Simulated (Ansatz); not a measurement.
Geometry optimisation, Ansatz 0.2.0, UHF/def2-SVP.

Input:

```yaml
crystal:
  periodic: [false, false, false]
  atoms:
    - { symbol: B, position_ang: [0.0, 0.0, 0.0] }
    - { symbol: Cl, position_ang: [0.0, 0.0, 2.11] }
    - { symbol: H, position_ang: [1.0305, 0.0, -0.595] }
    - { symbol: O, position_ang: [-1.2211, 0.0, -0.705] }
    - { symbol: H, position_ang: [-1.7308, -0.8467, -0.4965] }
    - { symbol: F, position_ang: [0.0, 0.0, 3.91] }
magnetization:
  spin_polarized: true
  initial_magnetization: 1
basis:
  gaussian: { orbitals: def2-SVP }
hamiltonian:
  xc: hf
relax:
  f_tol: 0.15
  max_steps: 25
  restrain:
    - { distance: [1, 5], at: 2.7, k: 30.0 }
    - { distance: [0, 1], at: 1.86, k: 30.0 }
output:
  orbitals: {}
```

Command:

```bash
$ ansatz run input.yaml --threads 1 --pin off --max-ram 2048MiB --backend cpu --events-out ev --progress --plain --runs-dir out
```

Question: Where does it end, and by what steps?

Answer: The run converged. The restraints hold the end off the free minimum. After 9 steps the energy has fallen by 3.337 eV (the restraints' own energy left out); F6 moved furthest, 0.52 Å. Parted: Cl2–F6 (1.80 → 2.71 Å).

```json
{"step": "0", "energy less start (eV)": "0.0000", "largest force component (eV/Å)": "7.960", "accepted": "yes"}
{"step": "1", "energy less start (eV)": "-2.1358", "largest force component (eV/Å)": "4.632", "accepted": "yes"}
{"step": "2", "energy less start (eV)": "-2.8768", "largest force component (eV/Å)": "0.710", "accepted": "yes"}
{"step": "3", "energy less start (eV)": "-2.9308", "largest force component (eV/Å)": "2.208", "accepted": "yes"}
{"step": "4", "energy less start (eV)": "-3.1441", "largest force component (eV/Å)": "2.690", "accepted": "yes"}
{"step": "5", "energy less start (eV)": "-3.2625", "largest force component (eV/Å)": "1.438", "accepted": "yes"}
{"step": "6", "energy less start (eV)": "-3.3304", "largest force component (eV/Å)": "1.209", "accepted": "yes"}
{"step": "7", "energy less start (eV)": "-3.3343", "largest force component (eV/Å)": "1.227", "accepted": "yes"}
{"step": "8", "energy less start (eV)": "-3.3369", "largest force component (eV/Å)": "1.174", "accepted": "yes"}
{"step": "9", "energy less start (eV)": "-3.3374", "largest force component (eV/Å)": "1.163", "accepted": "yes"}
```

```xyz
6
Properties=species:S:1:pos:R:3
B -0.008 -0.066 -0.091
Cl -0.219 -0.012 1.727
H 1.064 0.169 -0.550
O -1.040 -0.371 -0.862
H -1.855 -0.542 -0.413
F 0.137 -0.024 4.413
```

Run time: 31 s on 1 thread of Arm Neoverse V1 (shared host), peak memory 0.15 GiB.
